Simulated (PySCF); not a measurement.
A parent and its derivatives

Level of theory: TDDFT PBE0/def2-SVPD, vertical, gas phase, core orbitals frozen in the response, def2 core potentials past Kr in PySCF. Geometries: PBE0-D3(BJ)/def2-SVP; one conformer of each isolated species. Triplets are in the Tamm–Dancoff approximation. Atoms past krypton carry core potentials; spin–orbit coupling is left out.

Parent: SbMe3, `[CH3][Sb]([CH3])[CH3]`, with lowest singlet excitation energy 5.72 eV, S1–T1 gap 1.08 eV, mean static polarisability 84.8 au, HOMO energy -6.44 eV, HOMO–LUMO gap 6.66 eV. Its spectrum: 5.72 eV (f 0.296 summed over 2 states); 6.12 eV (f 0.009); 6.64 eV (f 0.286); 7.09 eV (f 0.000); 7.32 eV (f 0.221 summed over 2 states).

Question: Order the derivatives by their lowest singlet excitation, lowest first, with the shift from the parent.
A. ligand (all three): Me to I: `[I][Sb]([I])[I]`
B. ligand (all three): Me to SMe: `C[S][Sb]([S]C)[S]C`
C. ligand (all three): Me to H: `[H][Sb]([H])[H]`
D. ligand (all three): Me to Cl: `[Cl][Sb]([Cl])[Cl]`
E. ligand (all three): Me to vinyl: `C=[CH][Sb]([CH]=C)[CH]=C`
F. ligand (all three): Me to F: `[F][Sb]([F])[F]`

Answer: A (shift -2.18 eV), B (shift -1.80 eV), E (shift -0.69 eV), D (shift -0.29 eV), C (shift +0.60 eV), F (shift +1.41 eV).

```csv
change,SMILES,Δ S1 (eV),Δ S1−T1 (eV),Δ α (au),Δ HOMO (eV),Δ gap (eV)
ligand (all three): Me to vinyl,C=[CH][Sb]([CH]=C)[CH]=C,-0.69,-0.28,+36.8,-0.39,-0.43
ligand (all three): Me to Cl,[Cl][Sb]([Cl])[Cl],-0.29,-0.11,-0.5,-2.32,-0.17
ligand (all three): Me to F,[F][Sb]([F])[F],+1.41,+0.49,-47.9,-3.57,+1.38
ligand (all three): Me to SMe,C[S][Sb]([S]C)[S]C,-1.80,-0.59,+63.5,-0.16,-1.57
ligand (all three): Me to I,[I][Sb]([I])[I],-2.18,-0.61,+75.0,-1.12,-2.06
ligand (all three): Me to H,[H][Sb]([H])[H],+0.60,+0.20,-38.2,-1.05,+0.69
```

S1 falls most with ligand (all three): Me to I (-2.18 eV), and it rises most with ligand (all three): Me to F (+1.41 eV). S1 is simply the lowest singlet of each species and needn't be the same kind of state throughout. Over these 6 changes the shifts of S1 and of the HOMO–LUMO gap correlate with r = 1.00.

Lowest levels of each derivative:
- `C=[CH][Sb]([CH]=C)[CH]=C`: 5.03 eV (f 0.037 summed over 2 states); 5.67 eV (f 0.000); 6.03 eV (f 0.004 summed over 2 states)
- `[Cl][Sb]([Cl])[Cl]`: 5.43 eV (f 0.041); 5.46 eV (f 0.086 summed over 2 states); 5.74 eV (f 0.004)
- `[F][Sb]([F])[F]`: 7.13 eV (f 0.304 summed over 2 states); 8.10 eV (f 0.012 summed over 2 states); 8.14 eV (f 0.060)
- `C[S][Sb]([S]C)[S]C`: 3.92 eV (f 0.010); 4.19 eV (f 0.011); 4.28 eV (f 0.008)
- `[I][Sb]([I])[I]`: 3.54 eV (f 0.000); 3.55 eV (f 0.014); 3.72 eV (f 0.010 summed over 2 states)
- `[H][Sb]([H])[H]`: 6.31 eV (f 0.160 summed over 2 states); 6.43 eV (f 0.164); 7.83 eV (f 0.000)
